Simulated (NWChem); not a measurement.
BH2Br; SMILES BrB

```xyz
4

B      0.0000     0.0000    -1.5564
H      0.0000     1.0696    -2.1229
H      0.0000    -1.0696    -2.1229
Br     0.0000     0.0000     0.3436
```
Atoms are numbered in this order, from 1.

Results from NWChem. All runs use the structure optimised with PBE-D3(BJ)/def2-SVP. Ions are spin-unrestricted doublets at the neutral geometry; other ion states weren't tried. Functional: LC-ωPBE (HJS hole) with def2-SVP; rows give the range parameter ω in 1/bohr.

```
range parameter (1/bohr)  vertical ionisation energy, ΔSCF (eV)  −ε(HOMO) (eV)  ΔSCF minus −ε(HOMO) (eV)
------------------------  -------------------------------------  -------------  ------------------------
0.20                                                      10.70           9.46                      1.24
0.25                                                      10.78           9.92                      0.86
0.40                                                          ?              ?                         ?
0.50                                                      11.07          11.28                     -0.21
0.60                                                      11.12          11.56                     -0.44
```

Task: What belongs in the gaps?

Result: 
- 0.40, vertical ionisation energy, ΔSCF (eV): 10.99
- 0.40, −ε(HOMO) (eV): 10.88
- 0.40, ΔSCF minus −ε(HOMO) (eV): 0.11
